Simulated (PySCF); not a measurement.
## Working out the ionisation energy of Pb⁺

Pb⁺ [Xe] 4f14 5d10 6s2 6p1 (2P) → Pb²⁺ [Xe] 4f14 5d10 6s2 (1S). Computed with PySCF 2.14 in def2-TZVPPD with the def2 core potential (60 electrons) (7s5p4d2f, 56 functions), with a scalar-relativistic core potential. Frozen: nothing. Energies in hartree (1 hartree = 27.21139 eV):

| part | Pb⁺ (lower) | Pb²⁺ (upper) |
| --- | --- | --- |
| UHF | -191.594254 | -191.109101 |
| MP2 opposite-spin | -0.267186 | -0.261366 |
| MP2 same-spin | -0.147958 | -0.141526 |

Problem. What does Hartree-Fock give?

Solution. (-191.109101) − (-191.594254) = 0.485153 hartree = 13.202 eV.

Problem. What do MP2 and SCS-MP2 (6/5 opposite-spin, 1/3 same-spin) give?

Solution. The opposite-spin parts differ by 0.158 eV and the same-spin parts by 0.175 eV. MP2: 13.202 + (0.158) + (0.175) = 13.535 eV. SCS-MP2: 13.202 + 1.2 × (0.158) + (0.175)/3 = 13.450 eV.

Measured between the centres of the two terms (NIST): 13.869 eV, so MP2 (valence and next inner shell) is off by -0.334 eV.

What remains against the reference includes basis incompleteness and correlation beyond second order.
